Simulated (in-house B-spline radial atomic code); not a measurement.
KLI/ALDAx excitations of K VIII (K7+)

Method: KLI/ALDAx. Computed with an all-electron radial atomic-structure program (B-spline basis): linear response of the closed shell [Ne] 3s2 with the adiabatic LDA exchange kernel on the exchange-only KLI potential; non-relativistic, point nucleus, no spin-orbit coupling, no double excitations, S, P, D and F terms only.

Command:
```bash
python run_td.py task.json out
```
Settings (radii: box in bohr, nucleus in fm):
```
Z                        19
electrons                12
configuration            [Ne] 3s2
hamiltonian              nr
method                   kli
box_radius               12.81
intervals                69
```

Cost of the run: 0.4 s on 1 thread of Arm Neoverse N1, on a shared host.

The lowest states, in the order of their Tamm-Dancoff energies; the method's threshold (minus the highest occupied level) is 152.24 eV. Labels give the largest channel, * marks a mixed state, and oscillator strengths are full-response dipole values. Semilocal kernels can invert the small singlet-triplet splittings of Rydberg terms. Energies in eV:

| state | full response | Tamm-Dancoff | oscillator strength |
| --- | --- | --- | --- |
| 3s → 3p 3P | 14.792 | 15.194 | - |
| 3s → 3p 1P | 23.873 | 24.806 | 1.08 |
| 3s → 3d 3D | 42.23 | 42.36 | - |
| 3s → 3d 1D | 46.43 | 46.45 | - |
| 3s → 4s 3S | 75.99 | 76.01 | - |
| 3s → 4s 1S | 78.07 | 78.11 | - |
| 3s → 4p 3P | 82.91 | 82.93 | - |
| 3s → 4p 1P | 83.82 | 83.85 | 0.244 |
| 3s → 4d 3D | 92.49 | 92.50 | - |
| 3s → 4d 1D | 92.95 | 92.95 | - |
| 3s → 4f 3F | 95.84 | 95.86 | - |
| 3s → 4f 1F | 96.66 | 96.66 | - |
| 3s → 5s 3S | 107.06 | 107.06 | - |
| 3s → 5s 1S | 107.75 | 107.76 | - |
| 3s → 5p 3P | 110.30 | 110.31 | - |
| 3s → 5p 1P | 110.62 | 110.63 | 0.0882 |
| 3s → 5d 3D | ? | ? | - |
| 3s → 5d 1D | ? | ? | - |
| 3s → 5f 3F | 116.53 | 116.53 | - |
| 3s → 5f 1F | 116.89 | 116.89 | - |

Question: Where does 3s → 5d 1D lie?

Answer: At 114.94 eV in full response, 114.95 eV in Tamm-Dancoff.

Question: Where does 3s → 5d 3D lie?

Answer: At 114.77 eV in full response, 114.77 eV in Tamm-Dancoff.

Question: How large is the singlet-triplet splitting of 3s → 3p (P terms) in Tamm-Dancoff?

Answer: 9.61 eV, from the unrounded values.

Question: What polarisabilities and dispersion coefficient does the method give?

Answer: Dipole 1.474 bohr³, quadrupole 1.06 bohr⁵, C6 1.545 hartree·bohr⁶ for two such species.
